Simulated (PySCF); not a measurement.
**Levels of W⁵⁺ from EOM-EA-GCCSD**

Reference: closed-shell W⁶⁺, [Xe] 4f14; one electron is added. Calculated with PySCF 2.14, two-component X2C-1e with screened spin-orbit coupling, x2c-TZVPPall-2c with one added diffuse shell each of s, p, d, f type (12s12p11d4f1g, 140 functions); frozen [Kr] 4d10; the 34 highest virtual spinors dropped; of the others 108 kept and the rest restored at second order. No Breit or QED terms. Binding energies in eV.

| level | Koopmans | second order | EOM-CCSD |
| --- | --- | --- | --- |
| 5d3/2 | 63.249 | 64.348 | 64.270 |
| 5d5/2 | 62.191 | 63.206 | 63.141 |
| 6s1/2 | 52.663 | 53.721 | 53.668 |
| 6p1/2 | 45.144 | 46.032 | 46.002 |
| 6p3/2 | 42.907 | 43.649 | 43.630 |
| 6d3/2 | 31.649 | 32.100 | 32.088 |
| 6d5/2 | 31.289 | 31.731 | 31.729 |
| 5f5/2 | 30.918 | 31.834 | 31.914 |

Electric-dipole lines between these computed levels:

```tsv
lower	upper	ΔE (eV)	vacuum wavelength (nm)
5d3/2	6p1/2	18.268	67.87
5d3/2	6p3/2	20.641	60.07
5d3/2	5f5/2	32.356	38.32
5d5/2	6p3/2	19.512	63.54
5d5/2	5f5/2	31.227	39.70
6s1/2	6p1/2	7.666	161.7
6s1/2	6p3/2	10.038	123.5
6p1/2	6d3/2	13.914	89.11
6p3/2	6d3/2	11.542	107.4
6p3/2	6d5/2	11.901	104.2
6d3/2	5f5/2	0.174	7135
5f5/2	6d5/2	0.185	6690
```

Quantum defects δ = n − Z_c √(13.6057 eV / E) with Z_c = 6: 5d3/2 2.239, 5d5/2 2.215, 6s1/2 2.979, 6p1/2 2.737, 6p3/2 2.649, 6d3/2 2.093, 6d5/2 2.071, 5f5/2 1.082.

For comparison, the ionisation energy of W⁵⁺ is 64.77 ± 0.04 eV (semi-empirical (NIST evaluation); NIST Atomic Spectra Database, ionization energies).

Gaps of this size point to the basis (12s12p11d4f1g), which has few functions of high l to correlate and polarise the inner shells.

The highest levels are limited by the diffuse functions of the basis.
